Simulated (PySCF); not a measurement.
C₂H₃Cl₂FSi, SMILES Cl[SiH2]/C(=C\Cl)F. Atoms are numbered in the order given.

```xyz
9

F      0.4509     2.1306    -1.0213
C      0.5377     0.9770    -0.3416
C      1.6490     0.2473    -0.4924
Cl     1.8608    -1.2572     0.3067
Si    -0.9500     0.5491     0.7392
Cl    -2.1015    -0.8952    -0.1861
H      2.4734     0.5636    -1.1371
H     -0.5041     0.0293     2.0562
H     -1.7548     1.7900     0.8777
```

Geometry optimised at PBE0-D3(BJ)/def2-SVP. The structure was generated by enumeration; whether it is a known compound was not checked. The values are those of a single conformer.

Computed with PySCF with HF/pcSseg-1.

GIAO shieldings, no solvent; atoms listed in one row are averaged. δ = σ(ref) − σ: ¹⁹F against CFCl3 (σ = 238.5 ppm); ¹³C against TMS (σ = 192.6 ppm); ³⁵Cl against HCl (σ = 958.2 ppm); ²⁹Si against TMS (σ = 393.8 ppm); ¹H against TMS (σ = 31.99 ppm), references at their B3LYP-D3(BJ)/def2-TZVP geometries, non-relativistic (without spin–orbit terms, shifts of atoms bonded to Cl or Br come out too high).

Task: Estimate the chemical shifts. (An estimate is asked for; the answer gives what the named calculation found.)

Result: 
| nucleus | atoms | count | δ (ppm) |
|---|---|---|---|
| ¹⁹F | F1 | 1 | -112.7 |
| ¹³C | C2 | 1 | 174.6 |
| ¹³C | C3 | 1 | 139.8 |
| ³⁵Cl | Cl4 | 1 | 78.7 |
| ³⁵Cl | Cl6 | 1 | -71.0 |
| ²⁹Si | Si5 | 1 | -27.5 |
| ¹H | H7 | 1 | 7.34 |
| ¹H | H8 | 1 | 5.32 |
| ¹H | H9 | 1 | 5.02 |
